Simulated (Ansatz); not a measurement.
`COC[SiH2]P` and `CC[SiH2]P` differ in one atom or group.

Ansatz, PBE0-D4/def2-TZVP geometries, multiplicity 1. Each molecule was computed in one conformer, which needn't be the lowest.

```csv
property,`COC[SiH2]P`
HOMO energy (PBE0/def2-TZVPP) / eV,-7.50
LUMO energy (PBE0/def2-TZVPP) / eV,0.39
size of the dipole moment (PBE/def2-TZVPP) / D,1.18
HOMO–LUMO gap (PBE0/def2-TZVPP) / eV,7.89
LUMO energy (B3LYP/def2-TZVPP) / eV,0.17
size of the dipole moment (ωB97M-V/def2-TZVPP) / D,1.23
```

Problem. What does the change do to each property? (Estimate.)

Solution. Computed: 
| property | `CC[SiH2]P` | shift |
| --- | --- | --- |
| HOMO energy (PBE0/def2-TZVPP) / eV | -7.38 | 0.12 |
| LUMO energy (PBE0/def2-TZVPP) / eV | 0.36 | -0.03 |
| size of the dipole moment (PBE/def2-TZVPP) / D | 1.03 | -0.15 |
| HOMO–LUMO gap (PBE0/def2-TZVPP) / eV | 7.74 | -0.15 |
| LUMO energy (B3LYP/def2-TZVPP) / eV | 0.13 | -0.04 |
| size of the dipole moment (ωB97M-V/def2-TZVPP) / D | 1.01 | -0.22 |

Dipoles are sizes alone; their direction can turn.

B3LYP here is the variant with VWN-RPA as its local correlation; programs differ in this.
